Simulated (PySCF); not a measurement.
silanone anion (H₂OSi), SMILES O=[SiH2] (connectivity only; charge and spin as stated), charge -1, multiplicity 2. Atoms are numbered in the order given.

```xyz
4

Si     0.4635     0.1101     0.0000
O     -1.1168    -0.0625     0.0000
H      1.2224    -0.5208    -1.1947
H      1.2224    -0.5208     1.1947
```
Charge -1, spin multiplicity 2.

Coordinates come from a PBE-D3(BJ)/def2-TZVPD optimisation. The spin state was assumed, not searched.

Calculation: PBE-D3(BJ)/def2-TZVPD run with PySCF.

Frequencies are harmonic and unscaled.

```csv
mode,ν (cm⁻¹),IR (km/mol),moving atoms (share of kinetic energy)
1,659,28.4,"H 84 %, Si 8 %"
2,689,77.5,"H 83 %, Si 12 %"
3,904,44.1,H 92 %
4,1006,137.3,"O 59 %, Si 36 %"
5,1830,358.3,H 98 %
6,1833,567.5,H 96 %
```
